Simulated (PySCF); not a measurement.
## Ge: ionisation energy

Ge [Ar] 3d10 4s2 4p2 (3P) → Ge⁺ [Ar] 3d10 4s2 4p1 (2P), as a difference of total energies. All numbers are calculated (PySCF 2.14, the spin-free X2C one-electron Hamiltonian (Gaussian nucleus), in x2c-TZVPall). Correlated levels: valence: [Ar] 3d10 frozen. The calculations carry no spin-orbit coupling.

| method | ionisation energy (eV) |
| --- | --- |
| UHF | 7.414 |
| M06-L | 7.659 |
| MP2 (valence) | 7.758 |
| SCS-MP2 (valence) | 7.684 |
| CCSD(T) (valence) | 7.814 |

Estimate what CCSD (valence) gives.

7.788 eV, closest to CCSD(T) (valence) among the rows shown.

Estimate what PBE gives.

7.882 eV, closest to CCSD(T) (valence) among the rows shown.

Errors of the correlated levels include the incompleteness of this basis and the frozen core.

For comparison: 7.925 eV (measured; NIST levels, between the centres of gravity of the two terms).
